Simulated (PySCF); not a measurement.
## Electric field gradients and quadrupole coupling constants

C5H7O2P.
Geometry (PBE0-D3(BJ)/def2-SVP, Å), atoms numbered from 1 in this order:
```
atom  x, y, z in Å
C1    -3.030   -1.134   -0.304
O2    -2.962    0.218    0.093
C3    -1.767    0.760    0.293
C4    -1.474    2.042    0.644
P5     0.286    2.244    0.788
C6     0.470    0.597    0.365
C7     1.677   -0.247    0.203
O8    -0.709   -0.048    0.135
H9    -2.508   -1.300   -1.259
H10   -4.096   -1.363   -0.424
H11   -2.594   -1.801    0.457
H12   -2.238    2.801    0.802
H13    1.753   -0.649   -0.821
H14    2.579    0.345    0.407
H15    1.664   -1.105    0.896
```

Field gradients from the PBE0/pcSseg-1 density (PySCF, non-relativistic), principal values in atomic units, ordered |Vxx| ≤ |Vyy| ≤ |Vzz|:

```tsv
atom	Vxx	Vyy	Vzz
O2	-0.3285	-1.6375	1.9660
O8	-0.6717	-0.8188	1.4905
```

Question: Find the asymmetry η = (Vxx − Vyy)/Vzz and the couplings χ = eQV/h (234.96 MHz × Q in barn × V in au), with Q(17O) = −0.0256 b.

Answer: 
```tsv
atom	environment	nucleus	η	χzz (MHz)	χxx (MHz)	χyy (MHz)
O2	aryl ether oxygen	17O	0.67	-11.83	1.98	9.85
O8	furan-type oxygen	17O	0.10	-8.97	4.04	4.93
```

The tensor is traceless: Vxx + Vyy + Vzz = 0.

Question: What is Vzz at O2 in SI units (1 au = 9.71736 × 10²¹ V/m²)?

Answer: 1.9660 au = 19.104 × 10²¹ V/m².

Question: And the gradient at the other heavy atoms, for which no coupling is worked out here?

Answer: 
```
atom                     environment  Vzz (au)     η
  C1                  methoxy carbon     0.468  0.05
  C3  aromatic carbon bearing oxygen     0.288  0.75
  C4              aromatic CH carbon    -0.057  0.53
  P5        phosphorus bonded to 2 C    -1.148  0.26
  C6     substituted aromatic carbon    -0.339  1.00
  C7            benzylic-type carbon     0.085  0.26
```

Question: What couplings would deuterons (Q(2H) = 0.00286 b) have in place of the hydrogens, at this geometry?

Answer: 
```csv
atom,bonded to,bond length (Å),Vzz (au),η,χzz (kHz)
H9,C1,1.102,0.2780,0.10,187
H10,C1,1.096,0.2894,0.08,194
H11,C1,1.102,0.2782,0.10,187
H12,C4,1.088,0.3206,0.09,215
H13,C7,1.103,0.2863,0.03,192
H14,C7,1.098,0.2931,0.04,197
H15,C7,1.103,0.2863,0.03,192
```

Isolated species at its PBE0-D3(BJ)/def2-SVP geometry (one conformer only). A larger basis could move these couplings by a tenth or more.
